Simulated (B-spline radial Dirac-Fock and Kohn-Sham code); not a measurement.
**X-ray emission lines of Mo¹²⁺**

System: the Mo¹²⁺ ion in the configuration [Ar] 3d10 4s2.

Model: Dirac-Fock (average of configuration) total-energy differences with a finite nucleus, the Breit interaction including its frequency dependence, and self-energy and vacuum-polarisation corrections. Program: an atomic code on a B-spline grid. A line energy is the difference of two single-hole energies; the list is a selection of electric-dipole transitions between resolved j subshells. Correlation and solid-state effects are left out.

| line | energy (eV) | wavelength (Å) |
| --- | --- | --- |
| K-M3 | 19622.0 | 0.63186 |
| K-M2 | 19603.9 | 0.63245 |
| K-L3 | 17483.7 | 0.70914 |
| K-L2 | 17378.6 | 0.71343 |
| L2-N1 | 2616.0 | 4.7395 |
| L3-N1 | 2510.8 | 4.9380 |
| L1-M3 | 2488.7 | 4.9819 |
| L1-M2 | 2470.6 | 5.0184 |
| L2-M4 | 2407.7 | 5.1495 |
| L3-M5 | 2305.9 | 5.3769 |
| L3-M4 | 2302.6 | 5.3846 |
| L2-M1 | 2130.5 | 5.8194 |
| L3-M1 | 2025.4 | 6.1214 |

Values without a named source are computed, but for edge energies of neutral atoms, which are taken from tables.
